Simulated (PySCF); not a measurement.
**Excitation energy of Be by level of theory**

Be [He] 2s2 (1S) → Be [He] 2s1 2p1 (3P), as a difference of total energies. Calculation: PySCF 2.14, in x2c-QZVPPall with one added diffuse shell each of s, p type (8s5p2d1f, 40 functions); the spin-free X2C one-electron Hamiltonian (Gaussian nucleus). Correlated levels: valence: 1s2 frozen; valence and next inner shell: nothing frozen. The calculations carry no spin-orbit coupling.

| method | excitation energy (cm⁻¹) |
| --- | --- |
| UHF | 13047 |
| LDA | 19382 |
| PBE | 18592 |
| PBE0 | 18437 |
| BP86 | 19197 |
| M06-2X | 22134 |
| MN15 | 23721 |
| wB97X | 19189 |
| MP2 (valence) | 18687 |
| MP2 (valence and next inner shell) | 18720 |
| SCS-MP2 (valence and next inner shell) | 20385 |

Task: Estimate what SCS-MP2 (valence) gives.

Result: 20346 cm⁻¹, closest to SCS-MP2 (valence and next inner shell) among the rows shown.

Task: Estimate what r2SCAN gives.

Result: 17167 cm⁻¹, closest to PBE0 among the rows shown.

Errors of the correlated levels include the incompleteness of this basis and the frozen core.

For comparison: 21980 cm⁻¹ (measured; NIST levels, between the centres of gravity of the two terms).
